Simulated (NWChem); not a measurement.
System: CH$_{2}$BFO$_{2}$; SMILES B(O)(F)C=O

Input file for NWChem:

```
start job
memory heap 200 mb stack 900 mb global 1100 mb
geometry units angstroms noautoz
  O     -0.616316    -1.916792     0.094104
  C      0.198116    -1.065681     0.412614
  B     -0.036765     0.511248     0.164432
  O     -1.171834     0.947938    -0.418702
  F      0.923070     1.371400     0.552199
  H      1.178136    -1.366423     0.909592
  H     -1.194233     1.919825    -0.512834
end
basis spherical
  * library def2-svp
end
dft
  xc m06-2x
  grid coarse
  iterations 150
  mulliken
end
task dft gradient
```

Excerpt of the output:

```
             Northwest Computational Chemistry Package (NWChem) 7.3.0
             --------------------------------------------------------

 CS  symmetry detected

                             Geometry "geometry" -> ""
                             -------------------------

 Output coordinates in angstroms (scale by  1.889725989 to convert to a.u.)

  No.       Tag          Charge          X              Y              Z
 ---- ---------------- ---------- -------------- -------------- --------------
    1 O                    8.0000    -0.06168693     2.01057274     0.00000000
    2 C                    6.0000     0.62068074     0.99888484     0.00000000
    3 B                    5.0000    -0.01033010    -0.48613832     0.00000000
    4 O                    8.0000    -1.34802999    -0.65842889     0.00000000
    5 F                    9.0000     0.82797230    -1.53911364     0.00000000
    6 H                    1.0000     1.75749277     1.07325213     0.00000000
    7 H                    1.0000    -1.60394210    -1.60099766     0.00000000

 Effective nuclear repulsion energy (a.u.)     150.3495746943

      Symmetry information
      --------------------

 Group name             Cs
 Group number              2
 Group order               2
 No. of unique centers     7

                                 NWChem DFT Module
                                 -----------------

 Summary of "ao basis" -> "ao basis" (spherical)
 ------------------------------------------------------------------------------
       Tag                 Description            Shells   Functions and Types
 ---------------- ------------------------------  ------  ---------------------
 O                          def2-svp                 6       14   3s2p1d
 C                          def2-svp                 6       14   3s2p1d
 B                          def2-svp                 6       14   3s2p1d
 F                          def2-svp                 6       14   3s2p1d
 H                          def2-svp                 3        5   2s1p

      Symmetry analysis of basis
      --------------------------

        a'         58
        a"         22

            General Information
            -------------------
          SCF calculation type: DFT
          Wavefunction type:  closed shell.
          No. of atoms     :     7
          No. of electrons :    38
           Alpha electrons :    19
            Beta electrons :    19
          Charge           :     0
          Spin multiplicity:     1
          Use of symmetry is: on ; symmetry adaption is: on
          Maximum number of iterations: 150
          AO basis - number of functions:    80
                     number of shells:    36
          Convergence on energy requested:  1.00D-06
          Convergence on density requested:  1.00D-05
          Convergence on gradient requested:  5.00D-04

              XC Information
              --------------
                       M06-2X Method XC Functional
                     Hartree-Fock (Exact) Exchange  0.540
                        M06-2X Exchange Functional  1.000
                      M06-2X Correlation Potential  1.000

             Grid Information
             ----------------
          Grid used for XC integration:  coarse
          Radial quadrature: Mura-Knowles
          Angular quadrature: Lebedev.
          Tag              B.-S. Rad. Rad. Pts. Rad. Cut. Ang. Pts.
          ---              ---------- --------- --------- ---------
          O                   0.60       35          10.0       302
          C                   0.70       35          10.0       302
          B                   0.85       35           8.0       302
          F                   0.50       35           8.0       302
          H                   0.35       35          11.0       302
          Grid pruning is: on
          Number of quadrature shells:   245
          Spatial weights used:  Erf1

      Superposition of Atomic Density Guess
      -------------------------------------

 Sum of atomic energies:        -311.80218232

      Non-variational initial energy
      ------------------------------

 Total energy =    -313.452287
 1-e energy   =    -727.171817
 2-e energy   =     263.369955
 HOMO         =      -0.300852
 LUMO         =      -0.088367

      Symmetry analysis of molecular orbitals - initial
      -------------------------------------------------

  Numbering of irreducible representations:

     1 a'          2 a"

  Orbital symmetries:

     1 a'          2 a'          3 a'          4 a'          5 a'
     6 a'          7 a'          8 a'          9 a'         10 a'
    11 a'         12 a'         13 a"         14 a'         15 a'
    16 a"         17 a'         18 a"         19 a'         20 a"
    21 a'         22 a"         23 a'         24 a'         25 a'
    26 a'         27 a'         28 a"         29 a'

     ---------------------------------------------
      Total Density - Mulliken Population Analysis
     ---------------------------------------------

    Atom       Charge   Shell Charges
 -----------   ------   -------------------------------------------------------
    1 O    8     8.69   1.99  1.13  0.69  3.02  1.84  0.01
    2 C    6     5.45   1.99  0.95  0.30  1.55  0.60  0.07
    3 B    5     4.36   1.99  0.81  0.12  1.07  0.20  0.17
    4 O    8     8.51   1.99  1.11  0.56  3.06  1.77  0.01
    5 F    9     9.38   1.99  1.15  0.73  3.50  2.01  0.00
    6 H    1     0.96   0.69  0.25  0.02
    7 H    1     0.65   0.51  0.08  0.06

   convergence    iter        energy       DeltaE   RMS-Dens  Diis-err
 ---------------- ----- ----------------- --------- --------- ---------
 d= 0,ls=0.0,diis     1   -314.0302621899 -4.64D+02  1.82D-02  1.24D+00
 d= 0,ls=0.0,diis     2   -313.9163136889  1.14D-01  1.02D-02  2.87D+00
 d= 0,ls=0.0,diis     3   -314.1843397828 -2.68D-01  1.67D-03  3.29D-02
 d= 0,ls=0.0,diis     4   -314.1866592977 -2.32D-03  7.92D-04  1.23D-02
 d= 0,ls=0.0,diis     5   -314.1875766799 -9.17D-04  2.32D-04  3.18D-04
  Resetting Diis
 d= 0,ls=0.0,diis     6   -314.1876140595 -3.74D-05  7.98D-05  4.28D-05
 d= 0,ls=0.0,diis     7   -314.1876185859 -4.53D-06  4.18D-05  8.14D-06
 d= 0,ls=0.0,diis     8   -314.1876183672  2.19D-07  2.03D-05  1.19D-05
 d= 0,ls=0.0,diis     9   -314.1876194165 -1.05D-06  4.35D-06  1.79D-07
 d= 0,ls=0.0,diis    10   -314.1876194323 -1.58D-08  2.39D-06  4.51D-08

         Total DFT energy =     -314.187619432329
      One electron energy =     -730.138838313263
           Coulomb energy =      303.348178355983
    Exchange-Corr. energy =      -37.746534169343
 Nuclear repulsion energy =      150.349574694293

 Numeric. integr. density =       38.000018717811

                  Occupations of the irreducible representations
                  ----------------------------------------------

                     irrep           alpha         beta
                     --------     --------     --------
                     a'               16.0         16.0
                     a"                3.0          3.0

                       DFT Final Molecular Orbital Analysis
                       ------------------------------------

 Vector   17  Occ=2.000000D+00  E=-4.717948D-01  Symmetry=a"
              MO Center= -2.1D-01,  5.4D-01,  4.6D-15, r^2= 2.9D+00
   Bfn.  Coefficient  Atom+Function         Bfn.  Coefficient  Atom+Function
  ----- ------------  ---------------      ----- ------------  ---------------
     6      0.359166  1 O  pz                48      0.341560  4 O  pz
    20      0.281170  2 C  pz                51      0.247243  4 O  pz
     9      0.233895  1 O  pz                62      0.221484  5 F  pz
    23      0.163060  2 C  pz                65     -0.163848  5 F  pz
    34     -0.107907  3 B  pz                37      0.030938  3 B  pz

 Vector   18  Occ=2.000000D+00  E=-4.501849D-01  Symmetry=a"
              MO Center= -6.2D-01,  2.8D-01,  4.2D-18, r^2= 2.8D+00
   Bfn.  Coefficient  Atom+Function         Bfn.  Coefficient  Atom+Function
  ----- ------------  ---------------      ----- ------------  ---------------
    48      0.464443  4 O  pz                51      0.336084  4 O  pz
     6     -0.329872  1 O  pz                20     -0.228168  2 C  pz
     9     -0.212346  1 O  pz                23     -0.154218  2 C  pz
    62      0.121221  5 F  pz                34     -0.096040  3 B  pz
    65     -0.094842  5 F  pz                37      0.055399  3 B  pz

 Vector   19  Occ=2.000000D+00  E=-3.241788D-01  Symmetry=a'
              MO Center=  3.3D-01,  1.4D+00, -8.5D-17, r^2= 1.8D+00
   Bfn.  Coefficient  Atom+Function         Bfn.  Coefficient  Atom+Function
  ----- ------------  ---------------      ----- ------------  ---------------
     4      0.435971  1 O  px                 7      0.324521  1 O  px
     5      0.310410  1 O  py                71     -0.271877  6 H  s
     8      0.247832  1 O  py                30      0.227689  3 B  s
    33     -0.228297  3 B  py                72     -0.213130  6 H  s
    18     -0.163489  2 C  px                17      0.161933  2 C  s

 Vector   20  Occ=0.000000D+00  E=-3.404841D-02  Symmetry=a"
              MO Center=  2.3D-01,  7.3D-01,  3.2D-15, r^2= 2.4D+00
   Bfn.  Coefficient  Atom+Function         Bfn.  Coefficient  Atom+Function
  ----- ------------  ---------------      ----- ------------  ---------------
     9      0.399301  1 O  pz                23     -0.386337  2 C  pz
     6      0.375150  1 O  pz                20     -0.346207  2 C  pz
    34      0.319299  3 B  pz                37     -0.254385  3 B  pz
    51      0.185356  4 O  pz                48      0.168938  4 O  pz
    62     -0.140001  5 F  pz                65      0.134845  5 F  pz

 Vector   21  Occ=0.000000D+00  E= 7.103156D-02  Symmetry=a'
              MO Center= -1.2D+00, -1.5D+00, -1.3D-15, r^2= 3.8D+00
   Bfn.  Coefficient  Atom+Function         Bfn.  Coefficient  Atom+Function
  ----- ------------  ---------------      ----- ------------  ---------------
    77      1.173992  7 H  s                 31      0.872047  3 B  s
    45     -0.825082  4 O  s                 17     -0.687461  2 C  s
    22      0.337519  2 C  py                72      0.330798  6 H  s
    50      0.319850  4 O  py                59     -0.218548  5 F  s
    47      0.208429  4 O  py                36      0.204758  3 B  py

 Vector   22  Occ=0.000000D+00  E= 1.235482D-01  Symmetry=a"
              MO Center=  1.2D-01,  1.2D-02,  3.4D-15, r^2= 3.0D+00
   Bfn.  Coefficient  Atom+Function         Bfn.  Coefficient  Atom+Function
  ----- ------------  ---------------      ----- ------------  ---------------
    37      0.779345  3 B  pz                23     -0.584692  2 C  pz
    34     -0.464074  3 B  pz                20     -0.389519  2 C  pz
     9      0.288978  1 O  pz                51     -0.287359  4 O  pz
    48     -0.227092  4 O  pz                 6      0.213892  1 O  pz
    65     -0.213612  5 F  pz                62      0.191376  5 F  pz

     ---------------------------------------------
      Total Density - Mulliken Population Analysis
     ---------------------------------------------

    Atom       Charge   Shell Charges
 -----------   ------   -------------------------------------------------------
    1 O    8     8.23   1.99  1.10  0.71  2.79  1.62  0.02
    2 C    6     5.90   1.99  0.94  0.28  1.95  0.68  0.07
    3 B    5     4.83   1.99  0.80  0.03  1.50  0.30  0.21
    4 O    8     8.15   1.99  1.07  0.56  2.89  1.62  0.01
    5 F    9     9.16   1.99  1.12  0.74  3.36  1.94  0.01
    6 H    1     0.96   0.75  0.19  0.02
    7 H    1     0.78   0.66  0.05  0.07

     -------------------------------------------
      Total Density - Lowdin Population Analysis
     -------------------------------------------

    Atom       Charge   Shell Charges
 -----------   ------   -------------------------------------------------------
    1 O    8     8.11   1.98  0.93  0.65  2.65  1.86  0.03
    2 C    6     5.93   1.97  0.63  0.35  1.76  1.06  0.17
    3 B    5     5.14   1.96  0.51  0.21  1.38  0.59  0.48
    4 O    8     7.97   1.97  0.84  0.56  2.69  1.88  0.02
    5 F    9     9.00   1.98  0.98  0.71  3.21  2.11  0.01
    6 H    1     0.99   0.65  0.28  0.06
    7 H    1     0.87   0.54  0.16  0.17

     Multipole analysis of the density
     ---------------------------------

     L   x y z        total         alpha         beta         nuclear
     -   - - -        -----         -----         ----         -------
     0   0 0 0     -0.000000    -19.000000    -19.000000     38.000000

     1   1 0 0      0.080974      0.040487      0.040487     -0.000000
     1   0 1 0     -1.108608     -0.554304     -0.554304     -0.000000
     1   0 0 1     -0.000000     -0.000000     -0.000000      0.000000

     2   2 0 0    -19.706463    -61.117960    -61.117960    102.529457
     2   1 1 0      4.312811     -2.911893     -2.911893     10.136598
     2   1 0 1     -0.000000     -0.000000     -0.000000      0.000000
     2   0 2 0    -22.711238   -132.790785   -132.790785    242.870332
     2   0 1 1      0.000000      0.000000      0.000000      0.000000
     2   0 0 2    -19.009060     -9.504530     -9.504530      0.000000

            General Information
            -------------------
          SCF calculation type: DFT
          Wavefunction type:  closed shell.
          No. of atoms     :     7
          No. of electrons :    38
           Alpha electrons :    19
            Beta electrons :    19
          Charge           :     0
          Spin multiplicity:     1
          Use of symmetry is: on ; symmetry adaption is: on
          Maximum number of iterations: 150
          AO basis - number of functions:    80
                     number of shells:    36
          Convergence on energy requested:  1.00D-06
          Convergence on density requested:  1.00D-05
          Convergence on gradient requested:  5.00D-04

              XC Information
              --------------
                       M06-2X Method XC Functional
                     Hartree-Fock (Exact) Exchange  0.540
                        M06-2X Exchange Functional  1.000
                      M06-2X Correlation Potential  1.000

             Grid Information
             ----------------
          Grid used for XC integration:  coarse
          Radial quadrature: Mura-Knowles
          Angular quadrature: Lebedev.
          Tag              B.-S. Rad. Rad. Pts. Rad. Cut. Ang. Pts.
          ---              ---------- --------- --------- ---------
          O                   0.60       35          10.0       302
          C                   0.70       35          10.0       302
          B                   0.85       35           8.0       302
          F                   0.50       35           8.0       302
          H                   0.35       35          11.0       302
          Grid pruning is: on
          Number of quadrature shells:   245
          Spatial weights used:  Erf1

[...]

                         DFT ENERGY GRADIENTS

    atom               coordinates                        gradient
                 x          y          z           x          y          z
   1 O      -0.116571   3.799432   0.000000   -0.015289   0.024261   0.000000
   2 C       1.172917   1.887619   0.000000    0.003412  -0.018899   0.000000
   3 B      -0.019521  -0.918668   0.000000    0.006407   0.005785   0.000000
   4 O      -2.547407  -1.244250   0.000000   -0.010738   0.009979   0.000000
   5 F       1.564641  -2.908503   0.000000    0.007698  -0.009754   0.000000
   6 H       3.321180   2.028152   0.000000    0.010676  -0.001155   0.000000
   7 H      -3.031011  -3.025447   0.000000   -0.002167  -0.010218   0.000000
```

Level: M06-2X/def2-SVP. Structure relaxed at the PBE-D3(BJ)/def2-SVP level.
